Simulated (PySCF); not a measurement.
Input file for PySCF: R-M06-2X/6-31G* on AlBrFH2N (SMILES [NH2][Al]([F])[Br]), a point of a torsion scan.

```python
from pyscf import gto, scf, dft, mp
from pyscf.data.elements import chemcore

mol = gto.M(
    atom='''
    N    -1.01857064   -0.14587157    0.11852071
    Al    0.69232042    0.28301475   -0.04669314
    F     1.15604033    1.73680744   -0.67265593
    Br    2.28712179   -1.04207145    0.79959326
    H    -1.45872771   -0.98544880   -0.23125366
    H    -1.71662149    0.58790606    0.10314086
    ''',
    basis='6-31g*',
    cart=True,
    charge=0, spin=0, verbose=3, max_memory=1800)
mf = dft.RKS(mol, xc='m062x')
mf.conv_tol = 1e-8
mf.max_cycle = 100
mf.kernel()
if not mf.converged:
    mf = mf.newton().run(mf.mo_coeff, mf.mo_occ)
```

**Question.** Give the final energy of this run.

**Answer.** -2972.1932 hartree.
